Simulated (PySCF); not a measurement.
PySCF input file for ZnCl, SMILES [Cl][Zn] (connectivity only; charge and spin as stated), neutral, multiplicity 2, C-PCM-B3LYP/def2-TZVPD. Geometry optimised at PBE-D3(BJ)/def2-TZVP. The spin state was assumed, not searched.

```python
import numpy as np
from pyscf import gto, scf, dft
from pyscf.solvent import pcm

mol = gto.M(
    atom='''
    Zn    0.00000000    0.00000000   -0.78667677
    Cl    0.00000000    0.00000000    1.38825312
    ''',
    basis='def2-TZVPD',
    charge=0,
    spin=1,
    max_memory=1600,
    verbose=3,
)
mf = dft.UKS(mol, xc='b3lyp').density_fit(auxbasis='def2-universal-jkfit')
mf.grids.level = 3
mf.conv_tol = 1e-9
mf.max_cycle = 100
mf.kernel()
fine, coarse = mf.grids, dft.Grids(mol).set(level=1).build(with_non0tab=True)
for _ in range(3):  # follow internal instabilities
    mf.grids = coarse
    mo, _, stable, _ = mf.stability(return_status=True, nroots=4)
    mf.grids = fine
    if stable:
        break
    mf.kernel(mf.make_rdm1(mo, mf.mo_occ))
res = {}
for name, eps in {'water': 78.355, 'N,N-dimethylformamide': 37.219, 'dichloromethane': 8.93}.items():
    s = mf.PCM()
    s.with_solvent.method, s.with_solvent.eps, s.with_solvent.lebedev_order = 'C-PCM', eps, 29
    s.kernel(mf.make_rdm1())
    res[name] = (s.e_tot, eps, s.dip_moment(), s.mo_energy, s.converged)
    print(f'{name}: electrostatic solvation free energy {(s.e_tot - mf.e_tot) * 627.509474:.3f} kcal/mol')
```

It prints:

```

WARN: HOMO -0.175942239905098 >= LUMO -0.175942239905098

converged SCF energy = -2239.69521586363  <S^2> = 0.75197215  2S+1 = 2.0019712
<class 'pyscf.df.df_jk.DFUKS'> wavefunction is stable in the internal stability analysis

WARN: PCM is an experimental feature. It is still in testing.
Features and APIs may be changed in the future.

converged SCF energy = -2239.71848417742  <S^2> = 0.75115361  2S+1 = 2.0011533
Dipole moment(X, Y, Z, Debye):  0.00000, -0.00000, -4.93408
water: electrostatic solvation free energy -14.601 kcal/mol

WARN: PCM is an experimental feature. It is still in testing.
Features and APIs may be changed in the future.

converged SCF energy = -2239.71803828439  <S^2> = 0.75116473  2S+1 = 2.0011644
Dipole moment(X, Y, Z, Debye):  0.00000,  0.00000, -4.89178
N,N-dimethylformamide: electrostatic solvation free energy -14.321 kcal/mol

WARN: PCM is an experimental feature. It is still in testing.
Features and APIs may be changed in the future.

converged SCF energy = -2239.71544036768  <S^2> = 0.75123261  2S+1 = 2.0012322
Dipole moment(X, Y, Z, Debye): -0.00000, -0.00000, -4.64800
dichloromethane: electrostatic solvation free energy -12.691 kcal/mol
```

The calculation finished and met its thresholds.

Cost: very roughly 50 core-seconds.
